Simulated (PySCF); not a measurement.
B₂ClH₄Si, B₂H₄NSi, CH₅AlSi, CH₅BSi₂ and others (calculated)

Computed with PySCF 2.14.0. Calculation on a computer-drawn molecule: the log of a Hartree-Fock and frozen-core CCSD(T) single point meant for a local Hartree-Fock minimum, with one planted fault or none, to be diagnosed. Offsets are logged minus clean, where the clean run is the same molecule without the fault. The reference is restricted for singlets and unrestricted otherwise, and also for a bond in bohr or an excited solution. Adding or removing an electron swaps singlet and doublet. The excited solution moves the top pair (singlet) or top alpha electron (doublet) to the lowest empty orbital. Highest occupied and lowest empty are orbital energies over both spins, largest force is the largest gradient component, triples share is (T) over the correlation energy, the T1 limit is 0.02 restricted and 0.045 unrestricted, electrons count all cores, a negative frequency is imaginary (commonest isotopes), and the dipole is about the centre of nuclear charge.

Common to all runs: logged SCF converged yes; possible faults no fault, one electron removed, one electron added, multiplicity raised by two, geometry at a saddle point, SCF held on an excited solution, minimal basis STO-3G, one bond length entered in bohr, all coordinates scaled.

(1) 
```xyz
8
formula=B2ClH4Si meant_charge=0 meant_multiplicity=2 meant_basis=cc-pV(D+d)Z logged_electrons=45 logged_basis_functions=94 logged_spin_squared=3.7767 logged_highest_occupied=-6.559 logged_lowest_empty=-1.6115 logged_largest_force=0.075312 logged_T1_diagnostic=0.037878 logged_D1_diagnostic=0.22433 logged_triples_share=0.033528 logged_CC_converged=yes logged_dipole_magnitude=4.1491 logged_SCF_stable_within_its_kind=yes logged_energy_HF=-799.94859 logged_energy_CCSD(T)=-800.40701 planted_fault=multiplicity_raised_by_two HF_energy_offset_from_clean_run=101.6 CCSD(T)_energy_offset_from_clean_run=99.33
Si    -1.6164    -2.2943     3.4778
B     -1.3999    -1.4275     1.7462
B     -1.7839     0.1885     1.4261
Cl    -0.5644     1.4584     1.6590
H     -1.2886    -3.7099     3.7302
H     -2.1272    -1.6199     4.6869
H     -0.9741    -2.1164     0.8580
H     -2.8468     0.5667     1.0272
```

Units: logged_highest_occupied, logged_lowest_empty in eV; logged_largest_force in hartree/bohr; logged_dipole_magnitude in debye; logged_energy_HF, logged_energy_CCSD(T) in hartree; HF_energy_offset_from_clean_run, CCSD(T)_energy_offset_from_clean_run in kcal/mol.

Drawn bonds:
```tsv
atom	other atom	order
1	2	1
2	3	1
3	4	1
1	5	1
1	6	1
2	7	1
3	8	1
```

(2) 
```xyz
8
formula=B2H4NSi meant_charge=1 meant_multiplicity=1 meant_basis=cc-pV(D+d)Z logged_electrons=34 logged_basis_functions=85 logged_spin_squared=0 logged_highest_occupied=-10.698 logged_lowest_empty=-12.075 logged_largest_force=0.37683 logged_CC_converged=no logged_dipole_magnitude=9.6624 logged_SCF_stable_within_its_kind=no logged_energy_HF=-394.29917 planted_fault=SCF_held_on_an_excited_solution HF_energy_offset_from_clean_run=295.7
B      0.4206     1.6823     2.9957
Si     0.2008     2.0608     1.0113
B     -1.3942     1.5378    -0.0267
N     -2.3900     1.2027    -0.6379
H      0.9309     0.6565     3.3170
H      0.0319     2.4997     3.7681
H      1.2577     2.7579     0.2671
H     -3.1981     0.9338    -1.1473
```

Units: logged_highest_occupied, logged_lowest_empty in eV; logged_largest_force in hartree/bohr; logged_dipole_magnitude in debye; logged_energy_HF in hartree; HF_energy_offset_from_clean_run in kcal/mol.

Drawn bonds:
```tsv
atom	other atom	order
1	2	1
2	3	1
3	4	2
1	5	1
1	6	1
2	7	1
4	8	1
```

Notes: CCSD not converged.

(3) 
```xyz
8
formula=CH5AlSi meant_charge=0 meant_multiplicity=1 meant_basis=cc-pV(D+d)Z logged_electrons=38 logged_basis_functions=85 logged_spin_squared=0 logged_highest_occupied=-8.8932 logged_lowest_empty=1.1656 logged_largest_force=1.793e-05 logged_lowest_frequency=165.24 logged_T1_diagnostic=0.014079 logged_D1_diagnostic=0.041083 logged_triples_share=0.033802 logged_CC_converged=yes logged_dipole_magnitude=2.2195 logged_SCF_stable_within_its_kind=yes logged_energy_HF=-571.57636 logged_energy_CCSD(T)=-571.93599 planted_fault=no_fault HF_energy_offset_from_clean_run=0 CCSD(T)_energy_offset_from_clean_run=0
Al    -1.2003     0.1801     0.5061
C      0.5540    -0.3566     1.0708
Si     1.5198    -1.4297     0.1710
H     -2.0755     1.1809     1.3659
H     -1.7769    -0.3972    -0.8533
H      0.9788     0.0219     1.9995
H      2.8729    -1.8797     0.5501
H      1.0783    -2.0212    -1.1024
```

Units: logged_highest_occupied, logged_lowest_empty in eV; logged_largest_force in hartree/bohr; logged_lowest_frequency in cm⁻¹; logged_dipole_magnitude in debye; logged_energy_HF, logged_energy_CCSD(T) in hartree; HF_energy_offset_from_clean_run, CCSD(T)_energy_offset_from_clean_run in kcal/mol.

Drawn bonds:
```tsv
atom	other atom	order
1	2	1
2	3	2
1	4	1
1	5	1
2	6	1
3	7	1
3	8	1
```

(4) 
```xyz
9
formula=CH5BSi2 meant_charge=0 meant_multiplicity=1 meant_basis=cc-pV(D+d)Z logged_electrons=43 logged_basis_functions=99 logged_spin_squared=0.7638 logged_highest_occupied=-15.128 logged_lowest_empty=-5.7983 logged_largest_force=0.05023 logged_T1_diagnostic=0.018072 logged_D1_diagnostic=0.069448 logged_triples_share=0.038346 logged_CC_converged=yes logged_dipole_magnitude=3.6593 logged_SCF_stable_within_its_kind=yes logged_energy_HF=-642.9742 logged_energy_CCSD(T)=-643.40857 planted_fault=one_electron_removed HF_energy_offset_from_clean_run=160.3 CCSD(T)_energy_offset_from_clean_run=180.5
B     -0.5903    -0.6173    -1.2193
C      0.5794    -0.9437    -2.1807
Si     0.8047    -2.4895    -3.2039
Si     1.8069     0.2583    -2.3139
H     -0.6221     0.4235    -0.6046
H     -1.4983    -1.3875    -1.0568
H     -0.4584    -3.2131    -2.7758
H      1.7965     1.5368    -1.5820
H      2.9974     0.1389    -3.1731
```

Units: logged_highest_occupied, logged_lowest_empty in eV; logged_largest_force in hartree/bohr; logged_dipole_magnitude in debye; logged_energy_HF, logged_energy_CCSD(T) in hartree; HF_energy_offset_from_clean_run, CCSD(T)_energy_offset_from_clean_run in kcal/mol.

Drawn bonds:
```tsv
atom	other atom	order
1	2	1
2	3	1
2	4	2
1	5	1
1	6	1
3	7	1
4	8	1
4	9	1
```

(5) 
```xyz
7
formula=H3NOSi2 meant_charge=0 meant_multiplicity=1 meant_basis=cc-pV(D+d)Z logged_electrons=46 logged_basis_functions=89 logged_spin_squared=0 logged_highest_occupied=-7.5576 logged_lowest_empty=1.3413 logged_largest_force=3.151e-05 logged_lowest_frequency=-236.99 logged_T1_diagnostic=0.017022 logged_D1_diagnostic=0.047627 logged_triples_share=0.030152 logged_CC_converged=yes logged_dipole_magnitude=5.9876 logged_SCF_stable_within_its_kind=yes logged_energy_HF=-708.92741 logged_energy_CCSD(T)=-709.49759 planted_fault=geometry_at_a_saddle_point HF_energy_offset_from_clean_run=5.718 CCSD(T)_energy_offset_from_clean_run=7.582
O      1.4295     0.8805     0.0000
Si     0.6019    -0.5065     0.0000
N     -0.9417    -0.7051     0.0000
Si    -2.5781    -0.2327     0.0000
H      2.3761     0.8775     0.0000
H      1.5593    -1.6160     0.0000
H     -2.4470     1.3022     0.0000
```

Units: logged_highest_occupied, logged_lowest_empty in eV; logged_largest_force in hartree/bohr; logged_lowest_frequency in cm⁻¹; logged_dipole_magnitude in debye; logged_energy_HF, logged_energy_CCSD(T) in hartree; HF_energy_offset_from_clean_run, CCSD(T)_energy_offset_from_clean_run in kcal/mol.

Drawn bonds:
```tsv
atom	other atom	order
1	2	1
2	3	2
3	4	1
1	5	1
2	6	1
4	7	1
```

(6) 
```xyz
6
formula=CH2AlBF meant_charge=0 meant_multiplicity=2 meant_basis=cc-pV(D+d)Z logged_electrons=36 logged_basis_functions=75 logged_spin_squared=0 logged_highest_occupied=-0.35344 logged_lowest_empty=6.8193 logged_largest_force=0.047655 logged_T1_diagnostic=0.031374 logged_D1_diagnostic=0.12591 logged_triples_share=0.031985 logged_CC_converged=yes logged_dipole_magnitude=4.9846 logged_SCF_stable_within_its_kind=yes logged_energy_HF=-405.07046 logged_energy_CCSD(T)=-405.58354 planted_fault=one_electron_added HF_energy_offset_from_clean_run=10.19 CCSD(T)_energy_offset_from_clean_run=-13.3
B     -3.0333    -2.2651     2.2172
C     -2.9520    -1.4736     1.0987
Al    -4.1933     0.0041     1.0883
F     -4.1462     1.0031    -0.2401
H     -3.1853    -2.8748     3.2117
H     -2.2978    -1.5650     0.2383
```

Units: logged_highest_occupied, logged_lowest_empty in eV; logged_largest_force in hartree/bohr; logged_dipole_magnitude in debye; logged_energy_HF, logged_energy_CCSD(T) in hartree; HF_energy_offset_from_clean_run, CCSD(T)_energy_offset_from_clean_run in kcal/mol.

Drawn bonds:
```tsv
atom	other atom	order
1	2	2
2	3	1
3	4	1
1	5	1
2	6	1
```

Notes: T1 above single-reference limit.

(7) 
```xyz
9
formula=H5N2Si2 meant_charge=1 meant_multiplicity=1 meant_basis=cc-pV(D+d)Z logged_electrons=46 logged_basis_functions=33 logged_spin_squared=0 logged_highest_occupied=-12.862 logged_lowest_empty=0.9198 logged_largest_force=0.026547 logged_T1_diagnostic=0.027572 logged_D1_diagnostic=0.093686 logged_triples_share=0.041087 logged_CC_converged=yes logged_dipole_magnitude=0.4602 logged_SCF_stable_within_its_kind=yes logged_energy_HF=-681.42541 logged_energy_CCSD(T)=-681.67502 planted_fault=minimal_basis_STO-3G HF_energy_offset_from_clean_run=5068 CCSD(T)_energy_offset_from_clean_run=5259
N     -2.5394     1.4401     1.5969
Si    -0.9158     1.5177     1.3629
N     -0.1590     0.8293     0.1355
Si     0.6769     0.1796    -1.0433
H     -3.1808     0.9579     0.9932
H     -2.9951     1.8821     2.3756
H     -0.2075     2.2776     2.3814
H      1.2198    -1.1734    -0.9447
H      0.9362     0.8998    -2.2880
```

Units: logged_highest_occupied, logged_lowest_empty in eV; logged_largest_force in hartree/bohr; logged_dipole_magnitude in debye; logged_energy_HF, logged_energy_CCSD(T) in hartree; HF_energy_offset_from_clean_run, CCSD(T)_energy_offset_from_clean_run in kcal/mol.

Drawn bonds:
```tsv
atom	other atom	order
1	2	1
2	3	1
3	4	2
1	5	1
1	6	1
2	7	1
4	8	1
4	9	1
```

Notes: T1 above single-reference limit.

(8) 
```xyz
10
formula=CH6B2N meant_charge=0 meant_multiplicity=2 meant_basis=cc-pVDZ logged_electrons=30 logged_basis_functions=86 logged_spin_squared=0 logged_highest_occupied=0.52873 logged_lowest_empty=7.8794 logged_largest_force=0.046708 logged_T1_diagnostic=0.018541 logged_D1_diagnostic=0.075231 logged_triples_share=0.031658 logged_CC_converged=yes logged_dipole_magnitude=7.9744 logged_SCF_stable_within_its_kind=yes logged_energy_HF=-145.06901 logged_energy_CCSD(T)=-145.63321
B     -0.0144     0.5354     2.6554
C      0.0756     0.4845     1.0902
N      0.9879    -0.5005     0.5249
B      0.7093    -1.4262    -0.4690
H      0.7223     0.0340     3.4567
H     -0.9170     0.3283     0.6626
H      0.3552     1.5042     0.7776
H      1.9020    -0.4884     0.9309
H      1.5749    -2.1815    -0.8231
H     -0.3896    -1.4630    -0.9570
```

Units: logged_highest_occupied, logged_lowest_empty in eV; logged_largest_force in hartree/bohr; logged_dipole_magnitude in debye; logged_energy_HF, logged_energy_CCSD(T) in hartree.

Drawn bonds:
```tsv
atom	other atom	order
1	2	1
2	3	1
3	4	1
1	5	1
2	6	1
2	7	1
3	8	1
4	9	1
4	10	1
```

Notes: highest electron not bound in this basis.

Questions
1. Which fault was planted in the run of CH₆B₂N (entry 8)?

Calculated values
1. one electron added

Further results for CH₆B₂N (entry 8):

```
HF energy offset from clean run      : 41.67 kcal/mol
CCSD(T) energy offset from clean run : 14.26 kcal/mol
```
